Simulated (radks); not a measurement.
Values are calculated unless marked as measured or tabulated.
Dynamic dipole polarisability and lines of the niobium ion Nb23+, [Ar]. Level of theory: non-relativistic Kohn-Sham, LDA (Slater exchange, VWN5 correlation), spin-unpolarised, spherical densities, point nucleus (a radial shooting solver on a logarithmic mesh with Libxc functionals). Time-dependent linear response with the Hartree and adiabatic LDA kernel, continuum included through the Sternheimer equations. Lines are the poles of the dipole polarisability below minus the highest occupied eigenvalue, found on a grid refined at the orbital gaps; the lowest seven at most are given, and weak or close lines can be missed. The first line takes the name of the lowest orbital gap if no other gap lies below it; otherwise a line is named after a gap within 0.6 % of it, if that gap stands alone.

photon energy (eV)  alpha (bohr^3)
0                          0.05334
56.460                     0.06117
169.38                     -0.1209
282.30                   -0.006438
395.22                    0.005582
508.14                     0.01914
621.06                     -0.3471
733.98                   -0.007469
846.91                    -0.01101
959.83                   -0.003716
1072.7                   -0.009444

Lines (eV, oscillator strength): 145.83 (8.502 nm, 3p-3d), f = 1.30; 544.61 (2.277 nm, 3p-4s), f = 0.275; 617.92 (2.006 nm, 3p-4d), f = 1.90; 643.61 (1.926 nm, 3s-4p), f = 0.563; 786.99 (1.575 nm, 3p-5s), f = 0.0658; 822.46 (1.507 nm, 3p-5d), f = 0.587; 871.41 (1.423 nm, 3s-5p), f = 0.156. Higher lines, where found, are left out when the end of the mesh affects them. Those listed give 96 % of the static polarisability (sum of f/w^2). Orbital energy gaps for comparison: 3p-3d 113.74 eV; 3p-4s 543.55 eV; 3p-4d 616.58 eV; 3s-4p 642.86 eV; 3p-5s 786.65 eV.
